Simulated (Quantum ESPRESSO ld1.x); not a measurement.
Task: These are the eigenvalues of the occupied orbitals of an atom or ion with whole-number occupations (hartree). All-electron calculation, Dirac Kohn-Sham, PW91, spin-unpolarised, spherical densities, point nucleus. Program: ld1.x of Quantum ESPRESSO 7.5.

| orbital | eigenvalue |
|---|---|
| 1s1/2 | -932.5894 |
| 2s1/2 | -139.1152 |
| 2p1/2 | -129.4400 |
| 2p3/2 | -122.9942 |
| 3s1/2 | -27.2433 |
| 3p1/2 | -23.3949 |
| 3p3/2 | -22.2566 |
| 3d3/2 | -15.4428 |
| 3d5/2 | -15.2134 |
| 4s1/2 | -5.5586 |
| 4p1/2 | -4.3286 |
| 4p3/2 | -4.1323 |
| 4d3/2 | -2.2201 |
| 4d5/2 | -2.1934 |

Which element is it, and in what charge state? The configuration may be excited. Open shells, if any, are shared by 2j + 1.

Result: Z = 47, silver, charge +4: Ag4+ in [Kr] 4d7. The list shows which subshells hold electrons but not how many an open one holds; the 1s level, -932.59 hartree, gives Z - s = 43.2 by -(Z - s)^2/2, which with screening and relativity narrows Z to a few neighbours, and the depths of the outer levels then fix element, charge and occupations together.
